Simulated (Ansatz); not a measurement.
Geometry optimisation, Ansatz 0.2.0, RKS PBE0/STO-3G.

Input file:

```yaml
crystal:
  periodic: [false, false, false]
  atoms:
    - { symbol: Si, position_ang: [0.0, 0.0, 0.0] }
    - { symbol: Cl, position_ang: [0.0, 0.0, 2.13] }
    - { symbol: H, position_ang: [1.3768, 0.0, -0.4862] }
    - { symbol: O, position_ang: [-0.7913, 1.3709, -0.5594] }
    - { symbol: Si, position_ang: [-2.4002, 1.4263, -1.0396] }
    - { symbol: H, position_ang: [-3.2124, 0.6421, -0.1138] }
    - { symbol: H, position_ang: [-2.862, 2.8114, -1.0378] }
    - { symbol: H, position_ang: [-2.5267, 0.8736, -2.385] }
    - { symbol: O, position_ang: [-0.7913, -1.3709, -0.5594] }
    - { symbol: Si, position_ang: [-1.673, -2.4329, 0.3983] }
    - { symbol: H, position_ang: [-1.2634, -2.287, 1.792] }
    - { symbol: H, position_ang: [-3.0964, -2.1323, 0.2761] }
    - { symbol: H, position_ang: [-1.4264, -3.8036, -0.0398] }
basis:
  gaussian: { orbitals: STO-3G }
hamiltonian:
  xc: pbe0
relax:
  f_tol: 0.02
  max_steps: 40
```

Run as:

```bash
$ ansatz run input.yaml --threads 1 --pin off --max-ram 2048MiB --backend cpu --events-out ev --progress --plain --runs-dir out
```

Problem. Where does it end, and by what steps?

Solution. The forces met the threshold. The force dipped under the threshold on the way, but the program's further checks kept it going. Limits of this set-up: minimal basis. After 26 steps the energy has fallen by 0.263 eV; H11 moved furthest, 1.97 Å.

```tsv
step	energy less start (eV)	largest force component (eV/Å)	accepted
0	0.0000	1.177	yes
1	-0.1151	0.483	yes
2	-0.1322	0.214	yes
3	-0.1404	0.138	yes
4	-0.1468	0.083	yes
5	-0.1627	0.163	yes
6	-0.1694	0.173	yes
7	-0.1802	0.226	yes
8	-0.1886	0.276	yes
9	-0.1971	0.327	yes
10	-0.2141	0.024	yes
11	-0.2193	0.103	yes
12	-0.2193	0.276	yes
13	-0.2267	0.084	yes
14	-0.2356	0.074	yes
15	-0.2397	0.237	yes
16	-0.2460	0.124	yes
17	-0.2527	0.050	yes
18	-0.2549	0.198	yes
19	-0.2579	0.065	yes
20	-0.2597	0.011	yes
21	-0.2609	0.112	yes
22	-0.2619	0.039	yes
23	-0.2624	0.045	yes
24	-0.2628	0.017	yes
25	-0.2629	0.031	yes
26	-0.2629	0.009	yes
```

```xyz
13
Properties=species:S:1:pos:R:3
Si -0.488 0.013 0.253
Cl -1.078 0.516 2.237
H 0.927 -0.285 0.333
O -0.705 1.308 -0.758
Si -2.273 1.692 -1.308
H -3.249 1.648 -0.240
H -2.184 3.032 -1.838
H -2.681 0.787 -2.361
O -1.444 -1.233 -0.293
Si -1.379 -2.765 0.445
H -0.008 -3.209 0.593
H -2.011 -2.748 1.747
H -2.092 -3.660 -0.436
```

Whether the end is a true minimum wasn't checked by a vibrational analysis.

Run time: 110 s on 1 thread of Arm Neoverse V1 (shared host), peak memory 0.15 GiB.
